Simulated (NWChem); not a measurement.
System: ReO$_{4}$ anion; SMILES [O]=[Re-](=[O])(=[O])=[O]

Input file for NWChem:

```
start job
memory heap 200 mb stack 900 mb global 1100 mb
charge -1
geometry units angstroms noautoz
  Re    -0.000006     0.000002     0.000002
  O      0.658754    -1.253142     1.019282
  O     -0.722678     1.238122     0.994026
  O      1.276824     0.698257    -0.961975
  O     -1.212893    -0.683239    -1.051352
end
basis spherical
  Re library def2-svpd
  O library def2-svpd
end
ecp
  Re library def2-ecp
end
dft
  xc slater pw91lda
  iterations 150
  mulliken
end
task dft energy
```

Coordinates come from a B3LYP/def2-SVPD optimisation. No frequency run checked for a minimum. def2 effective core potentials on Re; no spin-orbit coupling.

Q: Predict the main results of this run. (LDA (Slater exchange, PW92)/def2-SVPD with def2 effective core potentials on Re.) Quantities: energy (Ha); highest occupied level (eV); orbital gap (eV).

A: 
```
Quantity                      Result
---------------------------  -------
energy (Ha)                  -377.04
highest occupied level (eV)    -2.63
orbital gap (eV)                4.82
```
